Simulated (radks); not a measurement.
Q: The mean radii <r> (bohr) of the occupied orbitals of an atom or ion are listed with their occupations. All-electron calculation, Dirac Kohn-Sham, LB94 model potential, spin-unpolarised, spherical densities, finite nucleus; Fermi nuclear charge, rms radius of each element as measured or else 0.836 A^(1/3) + 0.57 fm. Program: a radial shooting solver on a logarithmic mesh with Libxc functionals.

| orbital | occ. | <r> |
|---|---|---|
| 1s1/2 | 2 | 0.01604 |
| 2s1/2 | 2 | 0.06680 |
| 2p1/2 | 2 | 0.05474 |
| 2p3/2 | 4 | 0.06366 |
| 3s1/2 | 2 | 0.1736 |
| 3p1/2 | 2 | 0.1640 |
| 3p3/2 | 4 | 0.1802 |
| 3d3/2 | 4 | 0.1564 |
| 3d5/2 | 6 | 0.1614 |
| 4s1/2 | 2 | 0.3834 |
| 4p1/2 | 2 | 0.3841 |
| 4p3/2 | 4 | 0.4183 |
| 4d3/2 | 4 | 0.4214 |
| 4d5/2 | 6 | 0.4321 |
| 4f5/2 | 6 | 0.4371 |
| 4f7/2 | 8 | 0.4426 |
| 5s1/2 | 2 | 0.7932 |
| 5p1/2 | 2 | 0.8242 |
| 5p3/2 | 1 | 0.8825 |

Name the element and its charge. Open shells, if any, fill j = l - 1/2 first.

A: Z = 82, lead, charge +17: Pb17+ in [Kr] 4d10 4f14 5s2 5p3. The 1s radius gives Z: for a bare nucleus <r> = (2 gamma + 1)/(2Z) with gamma = sqrt(1 - (Z/c)^2), 0.01587 bohr for Z = 82, and screening makes it slightly larger (0.01604 here). The occupations add up to 65, and the charge is Z minus that.
